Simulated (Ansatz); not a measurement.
System: sum formula WO2Cl, charge 0, multiplicity 2. The spin state was set by rule; other spins were not relaxed. 
Coordinates optimised at B3LYP-D3(BJ)/def2-TZVP (Ansatz, a first-principles code):
```xyz
4

W      0.1475    -0.0759     0.1802
O      1.6072    -0.7789    -0.3676
O     -0.6210    -1.0850     1.3275
Cl    -1.1064     1.2077    -1.2362
```
Charge 0, spin multiplicity 2.

Parts of the frozen-core correlation energy in def2-TZVPP (Ansatz, hartree). Frozen orbitals: 11; correlated occupied orbitals by spin: 13 and 12; virtual: 136 and 137. UHF or UKS for open shells. No spin-orbit coupling. In def2 rows, elements after Kr have scalar-relativistic effective core potentials.

```json
[
 {"term": "reference (HF)", "value": "-675.80327"},
 {"term": "MP2 opposite-spin", "value": "-0.62864"},
 {"term": "MP2 same-spin", "value": "-0.26025"},
 {"term": "CCSD correlation", "value": "-0.87120"},
 {"term": "(T)", "value": "-0.05443"},
 {"term": "T1 diagnostic", "value": "0.042"},
 {"term": "largest doubles amplitude", "value": "0.051"},
 {"term": "<S^2> of the reference", "value": "0.993"}
]
```
